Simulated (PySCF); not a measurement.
Species: Ge(GeH3)2H2.
Structure used (PBE0-D3(BJ)/def2-SVP), in Å, numbered top down from 1:
```
atom  x, y, z in Å
Ge1   -0.808    0.005   -0.580
Ge2   -0.848   -0.031    1.843
H3    -0.214   -1.336    2.358
H4    -2.291    0.060    2.374
H5    -0.042    1.158    2.401
Ge6    1.469    0.009   -1.406
H7     2.185   -1.284   -0.973
H8     2.238    1.211   -0.826
H9     1.500    0.098   -2.943
H10   -1.544    1.261   -1.092
H11   -1.547   -1.235   -1.124
```

Method used: TDDFT CAM-B3LYP/def2-SVPD, vertical, gas phase, core orbitals frozen in the response in PySCF. The CAM-B3LYP/def2-SVPD calculation is non-relativistic and has no spin–orbit coupling, an omission that weighs most on germanium.

| state | E (eV) | E (hartree) | f | \|μ\| (D) | main configurations (H = HOMO, L = LUMO) |
| --- | --- | --- | --- | --- | --- |
| S1 | 6.87 | 0.2523 | 0.303 | 3.41 | H→L (56%), H→L+1 (33%) |
| S2 | 6.94 | 0.2551 | 0.332 | 3.55 | H→L+1 (63%), H→L (31%) |
| S3 | 7.14 | 0.2623 | 0.053 | 1.40 | H→L+2 (88%) |
| S4 | 7.16 | 0.2633 | 0.0078 | 0.54 | H→L+3 (54%), H→L+4 (40%) |
| S5 | 7.38 | 0.2713 | 0.136 | 2.21 | H→L+4 (42%), H→L+3 (26%), H-1→L+2 (21%) |
| S6 | 7.51 | 0.2760 | 0.074 | 1.61 | H-1→L (84%) |
| S7 | 7.63 | 0.2804 | 0.142 | 2.21 | H-1→L+1 (82%) |
| S8 | 7.69 | 0.2827 | 0.031 | 1.04 | H→L+5 (79%) |
| S9 | 7.72 | 0.2836 | 0.173 | 2.43 | H-1→L+2 (42%), H→L+6 (25%), H→L+3 (10%) |
| S10 | 8.04 | 0.2956 | 0.052 | 1.31 | H-1→L+3 (47%), H-2→L (20%), H-1→L+4 (14%) |
| S11 | 8.17 | 0.3001 | 0.010 | 0.58 | H→L+7 (46%), H-1→L+5 (34%), H→L+6 (10%) |
| S12 | 8.18 | 0.3006 | 0.045 | 1.21 | H-1→L+3 (30%), H-1→L+4 (24%), H-2→L (22%) |
| S13 | 8.29 | 0.3046 | 0.033 | 1.03 | H-1→L+4 (30%), H-2→L (28%), H-2→L+1 (12%) |
| S14 | 8.29 | 0.3047 | 0.091 | 1.70 | H→L+6 (42%), H-1→L+2 (13%) |
| S15 | 8.40 | 0.3088 | 0.0001 | 0.06 | H-2→L+2 (59%), H-3→L (28%) |

Triplets (Tamm–Dancoff): T1 5.95 eV, H→L (82%); T2 6.38 eV, H→L+2 (70%), H-1→L (13%); T3 6.49 eV, H→L+1 (74%), H→L+3 (12%); T4 6.67 eV, H→L+4 (53%), H→L+3 (35%).

The lowest singlet lies at 6.87 eV (181 nm, vacuum ultraviolet) and is strong; its leading configuration is HOMO→LUMO (56%). The most intense listed level is S2 at 6.94 eV (179 nm, f = 0.332), 0.08 eV above S1. S13/S14 lie within about 0.01 eV of each other. Löwdin shares by element: HOMO germanium 76%, hydrogen 6% or more (atoms not listed hold the other 18%); LUMO germanium 59%, hydrogen 10% or more (atoms not listed hold the other 32%). The oscillator strengths of these states sum to 1.484; summed over the whole spectrum of an exact calculation they would give the number of electrons, 104 (Thomas–Reiche–Kuhn). Of the 15 states listed, 13 reach f = 0.01 and 1 stays under 0.0005. Orbital energies (eV): HOMO-3 -11.00, HOMO-2 -10.58, HOMO-1 -9.75, HOMO -9.01, LUMO 0.52, LUMO+1 0.75, LUMO+2 0.79. Singlets were solved by full linear response, triplets in the Tamm–Dancoff approximation.
